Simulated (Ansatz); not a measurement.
Cost and result for the atomization energy of C₅H₈BN, SMILES `[BH3-][n+]1ccccc1` (15 atoms, 15 bonds).

Cartesian coordinates in Å:
```
B -0.112 2.116 -0.781
N -0.031 0.630 -0.201
C -1.146 -0.036 0.111
C -1.119 -1.338 0.566
C 0.103 -1.975 0.708
C 1.256 -1.278 0.387
C 1.150 0.022 -0.062
H -1.113 2.615 -0.313
H 0.912 2.672 -0.445
H -0.186 1.988 -1.989
H -2.065 0.521 -0.017
H -2.048 -1.838 0.807
H 0.156 -2.996 1.067
H 2.235 -1.729 0.485
H 2.009 0.624 -0.324
```

Total charge 0; spin multiplicity 1. Geometry: relaxed with PBE0-D4/def2-TZVP. Program: Ansatz. All runs use 4 threads of an Arm Neoverse V1 on a shared host. Times are those of one run each, without the atoms' runs, and a repeat can differ threefold. Electronic energies, without spin–orbit coupling; frozen cores. CCSD(T)/CBS adds CCSD(T) − MP2 in def2-TZVPP to the MP2 limit, and its time is that of the two runs behind it. T1 = 0.013; the RHF reference is unstable towards UHF. HSE06 is the plane-wave form, built on full-range PBE exchange.

CCSD(T)/CBS is a level of theory with its own doubt, some kJ/mol a heavy atom from the limit and from the frozen cores, so smaller differences don't rank the functionals.

```
                             level  functions  wall time
                BLYP-D4/def2-TZVPP        329      4.3 s
              revPBE-D4/def2-TZVPP        329      4.5 s
                PBE0-D4/def2-TZVPP        329      7.5 s
               HSE06-D4/def2-TZVPP        329        8 s
r2SCAN-D4/def2-TZVPP (with forces)        329      9.5 s
             r2SCANh-D4/def2-TZVPP        329       11 s
                 B2PLYP/def2-TZVPP        329       14 s
           CAM-B3LYP-D4/def2-TZVPP        329       16 s
               BHLYP-D4/def2-TZVPP        329       19 s
                  CCSD(T)/def2-SVP        138       24 s
                    MP2/def2-QZVPP        639       83 s
                CCSD(T)/def2-TZVPP        329     30 min
                 CCSD(T)/CBS(def2)          –     31 min
```

Question: What atomization energy does each give, and how far from CCSD(T)/CBS? (Estimate.)

Answer: Computed: 
| level | atomization (kJ/mol) | difference from CCSD(T)/CBS | per bond |
| --- | --- | --- | --- |
| BLYP-D4/def2-TZVPP | 6558.8 | 71.9 | 4.8 |
| revPBE-D4/def2-TZVPP | 6581.3 | 94.4 | 6.3 |
| PBE0-D4/def2-TZVPP | 6612.2 | 125.3 | 8.4 |
| HSE06-D4/def2-TZVPP | 6617.5 | 130.6 | 8.7 |
| r2SCAN-D4/def2-TZVPP (with forces) | 6563.1 | 76.2 | 5.1 |
| r2SCANh-D4/def2-TZVPP | 6522.2 | 35.3 | 2.4 |
| B2PLYP/def2-TZVPP | 6478.5 | -8.4 | -0.6 |
| CAM-B3LYP-D4/def2-TZVPP | 6564.8 | 77.9 | 5.2 |
| BHLYP-D4/def2-TZVPP | 6349.1 | -137.8 | -9.2 |
| CCSD(T)/def2-SVP | 6251.1 | -235.8 | -15.7 |
| MP2/def2-QZVPP | 6578.6 | 91.7 | 6.1 |
| CCSD(T)/def2-TZVPP | 6337.0 | -149.9 | -10.0 |
| CCSD(T)/CBS(def2) | 6486.9 | 0.0 | 0.0 |

At CCSD(T), def2-SVP lies −235.8 kJ/mol from the extrapolated value and def2-TZVPP −149.9 kJ/mol: correlation converges slowly with the basis, and small sets miss more of it in the bonded molecule than in its fragments. The D4 term adds +58.6 kJ/mol with B3LYP and +30.8 kJ/mol with PBE0; it sums over pairs of atoms, weighted by their polarisabilities, and B3LYP, whose exchange is more repulsive, gets the larger term. From r2SCAN to r2SCAN0 (25 % exact exchange), in def2-TZVPP and without D4, the atomization energy moves by −101.0 kJ/mol: exact exchange takes away binding that semilocal exchange gives to molecules.

B3LYP here is the variant with VWN-RPA as its local correlation; programs differ in this.
